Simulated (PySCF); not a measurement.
C6H5Cl.
SMILES: `C#C[C@@H]1C(=C)[C@H]1Cl`

Computed, not measured: wB97X-D/def2-SVPD in PySCF (dipole) on a GFN2-xTB geometry, gas phase.

Take the most abundant isotopes and a rigid rotor. 

**Question.** Give the principal moments of inertia and the rotational constants in MHz.

**Answer.** Ia = 147.49, Ib = 346.78, Ic = 468.48 u·Å²; 505379 MHz·u·Å²/I gives A = 3427, B = 1457, C = 1079 MHz.

**Question.** Classify the top.

**Answer.** An asymmetric top: κ = (2 × 1457 − 3427 − 1079)/(3427 − 1079) = -0.68.

**Question.** What does the inertial defect say?

**Answer.** Not planar: Δ = Ic − Ia − Ib = -25.79 u·Å². For a rigid frame Δ = −2 Σ m c², so Σ m c² = 12.90 u·Å² lies off the ab plane: 5.69 from hydrogen and 7.20 from heavier atoms. The atom farthest from that plane is 1.57 Å away.

**Question.** Give the other two planar moments, Paa and Pbb, and the rms extents of the mass along the axes.

**Answer.** Paa = Σ m a² = (Ib + Ic − Ia)/2 = 333.88 and Pbb = Σ m b² = (Ia + Ic − Ib)/2 = 134.59 u·Å². With the mass M = 112.01 u, the rms extents √(P/M) along a, b and c are 1.73, 1.10, 0.34 Å.

**Question.** Give the coordinates in the principal-axis frame, origin at the centre of mass.

**Answer.** The sense of each axis is arbitrary; atoms in the order of the calculation.
| atom | mass (u) | a (Å) | b (Å) | c (Å) |
| --- | --- | --- | --- | --- |
| C1 | 12.000 | -3.094 | 0.919 | 0.210 |
| C2 | 12.000 | -2.006 | 0.564 | -0.144 |
| C3 | 12.000 | -0.701 | 0.139 | -0.543 |
| C4 | 12.000 | -0.110 | -1.095 | 0.015 |
| C5 | 12.000 | -0.072 | -2.402 | 0.034 |
| C6 | 12.000 | 0.427 | 0.177 | 0.485 |
| Cl7 | 34.969 | 2.034 | 0.691 | -0.035 |
| H8 | 1.008 | -4.051 | 1.233 | 0.502 |
| H9 | 1.008 | -0.446 | 0.391 | -1.567 |
| H10 | 1.008 | 0.636 | -2.935 | 0.648 |
| H11 | 1.008 | -0.750 | -2.994 | -0.558 |
| H12 | 1.008 | 0.209 | 0.526 | 1.486 |

**Question.** Where do the levels up to J = 3 lie, in MHz?

**Answer.** Above 0(0,0):
J = 1: 1(0,1) 2536, 1(1,1) 4505, 1(1,0) 4884
J = 2: 2(0,2) 7559, 2(1,2) 9199, 2(1,1) 10335, 2(2,1) 16242, 2(2,0) 16292
J = 3: 3(0,3) 14975, 3(1,3) 16210, 3(1,2) 18478, 3(2,2) 23851, 3(2,1) 24093, 3(3,1) 34672, 3(3,0) 34676

**Question.** Which types of transition are allowed, and where do some lines up to J = 3 fall?

**Answer.** The dipole components are |μa| = 1.20 D, |μb| = 1.02 D, |μc| = 0.31 D. The squared components, which scale the intensities, stand as 1.00 : 0.73 : 0.07 (a : b : c). Some lines, for components of 0.1 D or more:

```json
{"type": "c", "branch": "Q", "J(Ka,Kc)": "1(1,1) ← 1(0,1)", "MHz": "1969", "lower level (cm⁻¹)": "0.085"}
{"type": "b", "branch": "Q", "J(Ka,Kc)": "2(1,1) ← 2(0,2)", "MHz": "2776", "lower level (cm⁻¹)": "0.252"}
{"type": "a", "branch": "R", "J(Ka,Kc)": "2(1,1) ← 1(1,0)", "MHz": "5451", "lower level (cm⁻¹)": "0.163"}
{"type": "b", "branch": "Q", "J(Ka,Kc)": "3(2,1) ← 3(1,2)", "MHz": "5615", "lower level (cm⁻¹)": "0.616"}
{"type": "b", "branch": "Q", "J(Ka,Kc)": "2(2,1) ← 2(1,2)", "MHz": "7043", "lower level (cm⁻¹)": "0.307"}
{"type": "a", "branch": "R", "J(Ka,Kc)": "3(2,2) ← 2(2,1)", "MHz": "7608", "lower level (cm⁻¹)": "0.542"}
{"type": "c", "branch": "R", "J(Ka,Kc)": "2(1,1) ← 1(0,1)", "MHz": "7799", "lower level (cm⁻¹)": "0.085"}
{"type": "b", "branch": "Q", "J(Ka,Kc)": "3(3,0) ← 3(2,1)", "MHz": "10583", "lower level (cm⁻¹)": "0.804"}
{"type": "b", "branch": "Q", "J(Ka,Kc)": "3(3,1) ← 3(2,2)", "MHz": "10822", "lower level (cm⁻¹)": "0.796"}
{"type": "b", "branch": "R", "J(Ka,Kc)": "2(2,1) ← 1(1,0)", "MHz": "11358", "lower level (cm⁻¹)": "0.163"}
{"type": "c", "branch": "R", "J(Ka,Kc)": "2(2,0) ← 1(1,0)", "MHz": "11408", "lower level (cm⁻¹)": "0.163"}
{"type": "c", "branch": "R", "J(Ka,Kc)": "3(2,2) ← 2(1,2)", "MHz": "14652", "lower level (cm⁻¹)": "0.307"}
```

**Question.** Estimate the classical rotational partition function at 100 K, 200 K and 500 K.

**Answer.** Point group C1, symmetry number σ = 1; q = (√π/σ)·√((kT/h)³/(ABC)), k/h = 20836.6 MHz/K: 72600 at 100 K, 205000 at 200 K, 812000 at 500 K.

Not checked by GFN2-xTB frequencies. No vibrational averaging or centrifugal distortion is included, and the geometry carries the error of its method. Quadrupole hyperfine structure (35Cl) is left out.
